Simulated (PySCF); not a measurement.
# Radial density of Tl(2+) (thallium, charge +2)

r2SCAN, [Xe] 4f14 5d9 6s1 6p1, one real determinant (an excited configuration). Calculation: PySCF 2.14, in x2c-TZVPPall with one added diffuse shell each of s, p, d, f type (12s8p7d4f, 99 functions); the spin-free X2C one-electron Hamiltonian (Gaussian nucleus).

| r (bohr) | 4πr²ρ (e/bohr) | 4πr²(ρα − ρβ) |
| --- | --- | --- |
| 0.0130 | 112.4 | 0.0059 |
| 0.0218 | 99.46 | 0.0082 |
| 0.0366 | 135.3 | 0.0324 |
| 0.0616 | 143.5 | 0.0539 |
| 0.104 | 123.9 | 0.1236 |
| 0.174 | 124.6 | 0.0153 |
| 0.293 | 84.83 | 0.2667 |
| 0.493 | 65.78 | 0.0322 |
| 0.830 | 24.82 | 0.7617 |
| 1.40 | 10.67 | 1.0620 |
| 2.35 | 2.000 | 1.1446 |
| 3.95 | 0.2200 | 0.2113 |
| 6.64 | 0.001174 | 0.0012 |

Densities and radii are taken from the X2C orbitals without a picture-change correction, which distorts them close to the nucleus.

⟨L²⟩ = 8.01 against 12 for a pure F term, so this real determinant mixes terms. Spin-orbit coupling, absent here, splits the open shell strongly.
